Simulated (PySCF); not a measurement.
**Absolute configuration from chiroptical data**

Computed with TDDFT PBE0/def2-SVPD circular dichroism and optical rotation, one conformer, gas phase (PySCF 2.14.0). Geometry: GFN2-xTB.

States above about 7.3 eV lie in this functional's continuum (it starts at minus the energy of the highest occupied orbital, well below the true ionisation energy for most functionals) and depend on the basis.

Values for one enantiomer of C6H9FSi, R in 10⁻⁴⁰ esu² cm² (velocity form):
```csv
λ (nm),f,R
228,0.014,-17.8
200,0.061,+52.4
192,0.006,+8.5
182,0.028,-65.6
179,0.014,+23.9
179,0.039,+6.4
174,0.004,+3.5
169,0.008,+4.8
```

[α] at 589.3 nm: -6 deg dm⁻¹ (g/mL)⁻¹ (origin-invariant length gauge).

Question: Which structure gives these signs?
A. C#C[C@@]1(F)[SiH2]C[C@H]1C
B. C#C[C@]1(F)[SiH2]C[C@@H]1C

Answer: A. Its CIP labels in SMILES order are S, R; the other enantiomer gives every sign reversed.

Geometry of C#C[C@@]1(F)[SiH2]C[C@H]1C as run:
```xyz
17

C     2.372   -1.529    0.120
C     1.542   -0.722    0.428
C     0.577    0.272    0.810
F     0.612    0.433    2.201
Si    0.630    1.931   -0.212
C    -0.937    1.034   -0.833
C    -0.871    0.004    0.318
C    -1.182   -1.426   -0.087
H     3.089   -2.243   -0.158
H     0.404    3.094    0.638
H     1.756    2.076   -1.128
H    -0.799    0.546   -1.797
H    -1.876    1.582   -0.876
H    -1.541    0.305    1.127
H    -1.077   -2.094    0.765
H    -0.502   -1.758   -0.869
H    -2.203   -1.493   -0.459
```
